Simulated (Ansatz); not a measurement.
Species: C10H10Si, SMILES `[SiH3]c1ccc2ccccc2c1` (charge 0, multiplicity 1), formula C₁₀H₁₀Si.

How many basis functions does frozen-core CCSD(T)/cc-pVDZ // B3LYP-D3(BJ)/def2-SVP (Ansatz, a program for electronic structure) use, how many core orbitals are frozen, and how many electrons are correlated?

208 basis functions and 15 frozen orbitals, which leaves 54 correlated electrons. Core time is of the order of minutes.
